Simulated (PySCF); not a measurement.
**Co⁺: excitation energy**

Co⁺ [Ar] 3d8 (3F) → Co⁺ [Ar] 3d7 4s1 (5F), as a difference of total energies. Computed with PySCF 2.14 in def2-TZVPPD, with no relativity, point nucleus. Correlated levels: valence and next inner shell: [Ne] frozen. The calculations carry no spin-orbit coupling.

```
                                method  excitation energy (eV)
                                   UHF                  -1.142
    MP2 (valence and next inner shell)                   1.320
SCS-MP2 (valence and next inner shell)                   1.227
   CCSD (valence and next inner shell)                   0.481
CCSD(T) (valence and next inner shell)                   0.575
```

How much does correlation contribute at CCSD(T) (valence and next inner shell)?

0.575 − (-1.142) = 1.717 eV, measured against UHF.

These non-relativistic numbers lack the scalar-relativistic shift.

Errors of the correlated levels include the incompleteness of this basis and the frozen core.

For comparison: 0.429 eV (measured; NIST levels, between the centres of gravity of the two terms).
